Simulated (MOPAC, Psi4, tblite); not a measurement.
Approach curve of the dimer HCl ··· CH3Cl (SMILES Cl and CCl). Monomers: optimised at B3LYP-D3(BJ) (def2-TZVP), held rigid. Orientation: a higher rigid-body minimum at GFN2-xTB. The monomers approach along the line of their centres of mass (distance R); nothing else relaxes.

Geometry at R = 3.32 Å (first 2 atoms: monomer A):
```
7

Cl     0.6410     0.0000     0.0000
H     -0.6410     0.0000     0.0000
C     -1.4091    -0.7632    -2.7103
Cl    -2.4976    -0.2234    -1.3899
H     -1.9502    -0.6940    -3.6491
H     -0.5389    -0.1139    -2.7228
H     -1.1162    -1.7900    -2.5136
```

Methods: PM3, restricted, heats of formation (MOPAC); GFN2-xTB (tblite); SAPT0/jun-cc-pVDZ, frozen core (Psi4).

Interaction energies in kJ/mol:

```
R / Å    PM3  GFN2-xTB
-----  -----  --------
2.68    9.53     42.17
2.89   -4.23      4.70
3.11   -4.99    -10.21
3.32   -7.19    -13.49
3.49   -7.36    -13.09
3.75   -5.41    -11.02
4.02   -3.44     -8.78
4.33   -2.15     -6.71
4.83   -1.31     -4.34
5.54   -0.81     -2.38
6.54   -0.45     -1.11
7.79   -0.24     -0.51
```

Question: Predict the corresponding SAPT0/jun-cc-pVDZ column.

Answer: 2.68: 71.25; 2.89: 24.41; 3.11: 1.76; 3.32: -7.25; 3.49: -9.99; 3.75: -10.42; 4.02: -9.00; 4.33: -6.99; 4.83: -4.47; 5.54: -2.46; 6.54: -1.20; 7.79: -0.59 (kJ/mol).
